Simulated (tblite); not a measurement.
Compound: C7H13N3.
Geometry (GFN2-xTB, Å), atoms numbered from 1 in this order:
```xyz
23
C7H13N3 angstrom
C     -2.3333   -0.3309    1.2004
C     -1.9711    0.3489   -0.0658
C     -2.6103    1.3153   -0.8148
N     -1.8634    1.5727   -1.9032
N     -0.8182    0.8374   -1.8762
N     -0.8488    0.0816   -0.7815
C      0.2304   -0.8073   -0.4613
C      1.2908   -0.1252    0.4199
C      1.9949    0.9796   -0.3614
C      2.2937   -1.1639    0.9131
H     -1.5567   -0.1964    1.9531
H     -2.4683   -1.4011    1.0369
H     -3.2646    0.0812    1.5800
H     -3.5353    1.8221   -0.6338
H     -0.1748   -1.6874    0.0461
H      0.6860   -1.1134   -1.4060
H      0.7861    0.3193    1.2857
H      1.2743    1.6724   -0.7889
H      2.5732    0.5519   -1.1771
H      2.6681    1.5346    0.2873
H      3.0577   -0.6891    1.5234
H      2.7817   -1.6462    0.0693
H      1.8030   -1.9291    1.5108
```

Computed with GFN2-xTB (tblite): harmonic, unscaled wavenumbers at the GFN2-xTB geometry, gas phase. Against measured fundamentals such values can be off by several per cent, at times by over 20. One conformer, not necessarily the lowest.

Harmonic wavenumbers (cm⁻¹): 36.5, 72.3, 102.3, 115.1, 194.0, 216.6, 227.7, 257.3, 297.3, 330.1, 379.5, 430.8, 440.4, 629.7, 677.2, 691.7, 792.5, 825.9, 872.7, 910.6, 953.4, 958.5, 979.7, 994.8, 1002.1, 1036.2, 1087.4, 1111.1, 1151.6, 1182.7, 1190.4, 1215.5, 1284.8, 1289.9, 1310.4, 1330.9, 1342.5, 1365.9, 1404.0, 1413.0, 1427.2, 1437.7, 1444.8, 1475.9, 1479.0, 1490.9, 1495.3, 1503.5, 1504.4, 1559.8, 2926.4, 2959.1, 2985.7, 2988.7, 3007.6, 3030.1, 3036.6, 3040.9, 3041.0, 3047.4, 3049.8, 3054.0, 3186.5.

A = 2339, B = 952.4, C = 757.8 MHz; mass 139.111 u (most abundant isotopes); point group C1, symmetry number 1.

**Question.** Zero-point energy?

**Answer.** Half the sum of the wavenumbers: 43139 cm⁻¹ = 123.34 kcal/mol.

**Question.** Entropy at 298.15 K, 1 bar (ideal gas, RRHO, classical rotation)?

**Answer.** Translation 40.73, rotation 29.63, vibration 32.24: S = 102.6 cal/(mol K).

**Question.** And Cp and H(298.15 K) − H(0)?

**Answer.** Cp = 41.19 cal/(mol K), of which vibrations give 33.25 (their classical limit is 63 R = 125.2); H(298.15 K) − H(0) = 7.40 kcal/mol without the zero-point energy, 5.03 from vibrations.

**Question.** Blend soft modes into free rotors: weight 1/[1 + (100 cm⁻¹/ν̃)⁴] for the oscillator and the rest for a rotor with moment μB/(μ + B), μ = h/(8π²ν), B = 10⁻⁴⁴ kg m². What vibrational entropy results?

**Answer.** 29.55 cal/(mol K) in place of 32.24, which changes −T·S at 298.15 K by +0.80 kcal/mol.

**Question.** What must be added to the electronic energy to get the Gibbs energy at 298.15 K and 1 bar?

**Answer.** ZPE + [H(298.15 K) − H(0)] − T·S = 123.34 + 7.40 − 30.59 = 100.15 kcal/mol.

Hindered rotation and anharmonicity are outside this model. Other conformers, if any are populated, would add a mixing term that is left out. The structure is chiral; the term R ln 2 for an equal mix with its mirror image is left out.
